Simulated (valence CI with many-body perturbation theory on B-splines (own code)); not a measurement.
Values are calculated unless marked as measured or tabulated.
# From CI to CI+MBPT in Ta XXXV

Level of theory: valence CI with perturbative core correlation (CI+MBPT): three valence electrons over a frozen Dirac-Fock core [Kr], radial functions for each j: 9 s, 9 p, 10 d, 8 f, 5 g, 3 h, 1 i, with the one-electron correlation potential Σ1 (screened to all orders), the two-electron term Σ2, the three-electron term Σ3, Breit, model QED; selected single and double excitations, second order for the rest (own B-spline code, finite nucleus).

The last digits are not significant, and no measured levels were compared; by estimate large intervals hold to a few tenths of a per cent, small ones and those within an open d or f shell to about a per cent. Only levels of the ground parity were solved; by the run's estimate the other parity begins above the list, which can be wrong where configurations are misplaced.

Each rung adds one term. CI alone is the Dirac-Coulomb CI over the frozen core; QED comes last and gives the full result, which names the levels. Energies are above (4d3/2^3) J=3/2 on the same rung, in eV.

Levels are named by their leading jj configuration (3d3/2^4 stands for four electrons in 3d with j = 3/2), which in mixed levels can hold well under half, so a name can repeat and another be missing. Letters in brackets count levels of one name in rising energy.

```csv
Level,CI alone
(4d3/2^2 4d5/2) J=5/2 [a],13.974
(4d3/2^2 4d5/2) J=3/2,16.421
(4d3/2^2 4d5/2) J=7/2,17.985
(4d3/2^2 4d5/2) J=9/2,18.533
(4d3/2^2 4d5/2) J=1/2,18.402
(4d3/2^2 4d5/2) J=5/2 [b],26.242
(4d3/2 4d5/2^2) J=7/2 [a],31.656
(4d3/2 4d5/2^2) J=9/2,33.429
(4d3/2 4d5/2^2) J=3/2 [a],34.865
(4d3/2 4d5/2^2) J=1/2,35.942
(4d3/2 4d5/2^2) J=5/2 [a],37.245
(4d3/2 4d5/2^2) J=11/2,37.489
(4d3/2 4d5/2^2) J=5/2 [b],39.787
(4d3/2 4d5/2^2) J=7/2 [b],40.686
(4d3/2 4d5/2^2) J=3/2 [b],46.593
(4d5/2^3) J=9/2,50.699
```

What do these energies become with core correlation, Breit and QED?

(4d3/2^2 4d5/2) J=5/2 [a] 13.802 (-0.1719); (4d3/2^2 4d5/2) J=3/2 16.197 (-0.2241); (4d3/2^2 4d5/2) J=7/2 17.492 (-0.4929); (4d3/2^2 4d5/2) J=9/2 17.886 (-0.6472); (4d3/2^2 4d5/2) J=1/2 18.096 (-0.3055); (4d3/2^2 4d5/2) J=5/2 [b] 25.727 (-0.5148); (4d3/2 4d5/2^2) J=7/2 [a] 31.178 (-0.4779); (4d3/2 4d5/2^2) J=9/2 32.783 (-0.6462); (4d3/2 4d5/2^2) J=3/2 [a] 34.473 (-0.3925); (4d3/2 4d5/2^2) J=1/2 35.539 (-0.4030); (4d3/2 4d5/2^2) J=5/2 [a] 36.449 (-0.7957); (4d3/2 4d5/2^2) J=11/2 36.466 (-1.0230); (4d3/2 4d5/2^2) J=5/2 [b] 39.006 (-0.7811); (4d3/2 4d5/2^2) J=7/2 [b] 39.688 (-0.9984); (4d3/2 4d5/2^2) J=3/2 [b] 46.177 (-0.4164); (4d5/2^3) J=9/2 49.919 (-0.7798).

How does the ionisation energy move along the ladder, and which term matters most?

CI alone 1432.0, + Σ1 1434.7, + Σ2 1436.4, + Σ3 1436.4, + Breit 1435.5, + QED 1435.6 eV. The largest step is Σ1, 2.8 eV. NIST lists 1434 ± 5 eV (theoretical).
